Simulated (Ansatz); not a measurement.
(CdTe)2 ring (Cd2Te2). Charge 0, multiplicity 3. Geometry r2SCAN-D4/def2-SVP, that of the neutral singlet; atoms count from 1.

```xyz
4

Cd   -0.807   -1.142    0.271
Te   -1.138    1.197    1.658
Cd    0.807    1.142   -0.271
Te    1.138   -1.197   -1.658
```

In the def2 sets Cd, Te take a core potential; there is no spin–orbit coupling. At PBE0-D4/def2-TZVP a singlet of charge 0 lies 1.60 eV below the triplet at the same geometry.

**Question.** Estimate the Mulliken populations from the PBE0/def2-TZVP orbitals of Ansatz.

**Answer.** 
| atom | charge (e) | spin (α − β) | d electrons |
| --- | --- | --- | --- |
| Cd1 | 0.26 | 0.40 | 9.98 |
| Te2 | -0.26 | 0.60 | – |
| Cd3 | 0.26 | 0.40 | 9.98 |
| Te4 | -0.26 | 0.60 | – |
Mulliken values and Mayer orders depend strongly on the basis.

**Question.** Where does the spin sit?

**Answer.** Summed by element: Cd 0.80, Te 1.20, of 2 unpaired in all. Largest on single atoms: Te4 0.60, Te2 0.60, Cd3 0.40.

**Question.** And the Mayer bond orders between bonded heavy atoms (over 0.3)?

**Answer.** Cd1–Te2 0.83 (2.74 Å); Cd1–Cd3 0.30 (2.85 Å); Cd1–Te4 0.83 (2.74 Å); Te2–Cd3 0.83 (2.74 Å); Cd3–Te4 0.83 (2.74 Å). Values over 0.3 also appear between atoms too far apart for a bond (Te2–Te4 0.51 at 4.68 Å); they arise where an orbital or an unpaired electron spreads over both atoms.
